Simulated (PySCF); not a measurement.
# Si2Cl6O

Si2Cl6O is a molecule drawn as a unit of a network glass or zeolite (built as: Si Si, Cl ends, O bridges), neutral, singlet. The structure, one conformer, was relaxed in the gas phase by PBE0-D3(BJ)/def2-SVP. No frequency run checks that it is a minimum.

SMILES: Cl[Si](Cl)(Cl)O[Si](Cl)(Cl)Cl

Coordinates in Å:
```
Cl1    -0.272    0.598   -2.890
Si2    -0.797   -0.482   -1.252
Cl3    -2.799   -0.812   -1.244
Cl4     0.204   -2.255   -1.248
O5     -0.412    0.366    0.095
Si6     0.684    0.625    1.282
Cl7     2.558    0.633    0.487
Cl8     0.279    2.422    2.131
Cl9     0.534   -0.855    2.668
```

Shieldings: GIAO PBE0/pcSseg-1. Shifts are against computed references at the same level: Si TMS (σ 352.0 ppm). Core levels by delta-SCF with SCAN, pcX-2 on the ionised atom and pcseg-1 elsewhere, spin-free X2C (2p3/2 is the spin-free 2p value less a third of a first-order spin-orbit splitting); from the vacuum level, for chosen atoms.

Question: Give the NMR and core-level values of the distinct atoms.

Answer: 
```json
{"atoms": "Cl1", "bonded to": "1 Si", "σ (ppm)": "785.2", "δ (ppm)": "-", "core level (eV)": "-"}
{"atoms": "Si2", "bonded to": "3 Cl + 1 O", "σ (ppm)": "369.8", "δ (ppm)": "-17.8", "core level (eV)": "-"}
{"atoms": "Cl3", "bonded to": "1 Si", "σ (ppm)": "790.2", "δ (ppm)": "-", "core level (eV)": "-"}
{"atoms": "Cl4", "bonded to": "1 Si", "σ (ppm)": "784.3", "δ (ppm)": "-", "core level (eV)": "-"}
{"atoms": "O5", "bonded to": "2 Si", "σ (ppm)": "167.2", "δ (ppm)": "-", "core level (eV)": "1s 539.54"}
{"atoms": "Si6", "bonded to": "3 Cl + 1 O", "σ (ppm)": "369.6", "δ (ppm)": "-17.7", "core level (eV)": "2p3/2 110.39"}
{"atoms": "Cl7", "bonded to": "1 Si", "σ (ppm)": "784.0", "δ (ppm)": "-", "core level (eV)": "2p3/2 206.95"}
{"atoms": "Cl8", "bonded to": "1 Si", "σ (ppm)": "791.6", "δ (ppm)": "-", "core level (eV)": "2p3/2 206.97"}
{"atoms": "Cl9", "bonded to": "1 Si", "σ (ppm)": "784.0", "δ (ppm)": "-", "core level (eV)": "2p3/2 206.94"}
```

Values are those of this one static structure; atoms that internal rotation interchanges would show their mean in an NMR spectrum.

Question: By CAM-B3LYP/def2-SVPD (TDDFT singlets, Tamm-Dancoff triplets, ionisation by delta-SCF), where does absorption start, and what does vertical ionisation take?

Answer: The first singlet with intensity lies at 7.90 eV (f 0.023); what lies below it is dark. The lowest singlet lies at 7.68 eV (f 0.000), the strongest of the first 6 at 7.96 eV (f 0.027), the lowest triplet at 7.22 eV; vertical ionisation takes 11.71 eV.

The 3 runs behind this took 7.7 min in all, one thread each of Arm Neoverse V1 on a shared host, launched as `OMP_NUM_THREADS=1 python cluster_run.py task.json out`.
